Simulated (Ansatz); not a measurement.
Born–Oppenheimer molecular dynamics of BrNa (2 atoms, charge 0, multiplicity 1). It starts from a relaxed structure.

The calculation used RHF/def2-SVP in Ansatz 0.2.0.

* ensemble: NVT, Nosé–Hoover chain
* time step: 1 fs
* steps asked: 150
* set temperature: 300 K
* thermostat: time constant 100 fs, chain length 3 (defaults)
* seed: 811862

First frame:

```xyz
2
Properties=species:S:1:pos:R:3
Na 1.092 -0.413 0.544
Br -1.062 0.353 -0.540
```

Problem. What does the run give?

Solution. The run went to its last step.

```json
{
 "steps done": "150",
 "time covered": "150 fs",
 "mean temperature over the second half": "182 K",
 "spread of the potential energy over the second half": "3.7 meV per atom",
 "mean potential energy of the second half above the start": "5.9 meV per atom"
}
```

The conserved energy stayed within 0.011 meV per atom of its start (net change 0.005 meV per atom), so the integration is sound. The mean temperature of the second half is 39 % below the set value. A run of 0.15 ps of so small a system gives no equilibrium averages.

Problem. What happens to the structure?

Solution. The same pairs are bonded in the first frame and the last. Pairs count as bonded within 1.25 times the sum of covalent radii (0.12 Å more for H–H). The details hang on the random start.

Problem. How do temperature and energy run in time?

Solution. 
| time (fs) | T (K) | potential energy less start (eV) | conserved less start (meV/atom) |
| --- | --- | --- | --- |
| 0.0 | 300 | 0.000 | 0.00 |
| 5.0 | 275 | 0.001 | 0.00 |
| 10.0 | 208 | 0.004 | 0.00 |
| 15.0 | 121 | 0.008 | 0.00 |
| 20.0 | 43 | 0.011 | 0.01 |
| 25.0 | 2 | 0.013 | 0.01 |
| 30.0 | 15 | 0.012 | 0.01 |
| 35.0 | 78 | 0.010 | 0.00 |
| 40.0 | 169 | 0.006 | 0.00 |
| 45.0 | 256 | 0.002 | 0.00 |
| 50.0 | 312 | 0.000 | 0.00 |
| 55.0 | 321 | 0.000 | 0.00 |
| 60.0 | 281 | 0.002 | 0.00 |
| 65.0 | 207 | 0.006 | 0.00 |
| 70.0 | 122 | 0.010 | 0.00 |
| 75.0 | 48 | 0.013 | 0.01 |
| 80.0 | 5 | 0.015 | 0.01 |
| 85.0 | 6 | 0.015 | 0.01 |
| 90.0 | 54 | 0.013 | 0.01 |
| 95.0 | 142 | 0.009 | 0.00 |
| 100.0 | 252 | 0.005 | 0.00 |
| 105.0 | 358 | 0.002 | 0.00 |
| 110.0 | 429 | 0.000 | 0.00 |
| 115.0 | 439 | 0.001 | 0.00 |
| 120.0 | 377 | 0.005 | 0.00 |
| 125.0 | 256 | 0.012 | 0.00 |
| 130.0 | 119 | 0.019 | 0.01 |
| 135.0 | 19 | 0.023 | 0.01 |
| 140.0 | 9 | 0.024 | 0.01 |
| 145.0 | 109 | 0.020 | 0.01 |
| 150.0 | 304 | 0.012 | 0.01 |

Run time: 41 s on 1 thread of Intel(R) Xeon(R) 6975P-C (Granite Rapids) (shared host), peak memory 0.1 GiB.
